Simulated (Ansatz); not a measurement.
Reaction (SMILES): [Si]Cl (Si-Cl) → Cl atom + Si atom
B3LYP-D3(BJ)/def2-TZVP geometries, fixed; electronic energies without zero-point terms.

Basis-set convergence of the atomisation energy at HF with Ansatz (a first-principles code). Cartesian d functions, on some or all atoms, in 6-31G**, 6-311G**; all else is spherical. Open shells are unrestricted. No added dispersion term, no relativity. Functions are those of the species that has most. Reference: the value in pcseg-4, 71.31 kcal/mol, itself unsure by roughly 0.07 kcal/mol (its mean distance from aug-pcseg-3, aug-cc-pV(Q+d)Z, cc-pV(5+d)Z).

| basis | functions | atomisation energy (kcal/mol) |
|---|---|---|
| STO-3G | 18 | 97.76 |
| 6-31G | 26 | ? |
| 6-31G** | 38 | ? |
| 6-311G** | 54 | 65.26 |
| aug-cc-pV(D+d)Z | 64 | 68.78 |
| pcseg-2 | 68 | 69.30 |
| cc-pV(T+d)Z | 78 | 70.90 |
| def2-TZVPP | 84 | ? |
| def2-TZVPD | 89 | ? |
| jun-cc-pV(T+d)Z | 96 | 71.03 |
| def2-TZVPPD | 99 | 71.01 |
| def2-QZVPPD | 155 | 71.20 |
| pcseg-4 | 210 | 71.31 |

Question: What belongs in the gaps?

Answer: 
- 6-31G, atomisation energy (kcal/mol): 43.71
- 6-31G**, atomisation energy (kcal/mol): 65.78
- def2-TZVPP, atomisation energy (kcal/mol): 70.78
- def2-TZVPD, atomisation energy (kcal/mol): 70.94
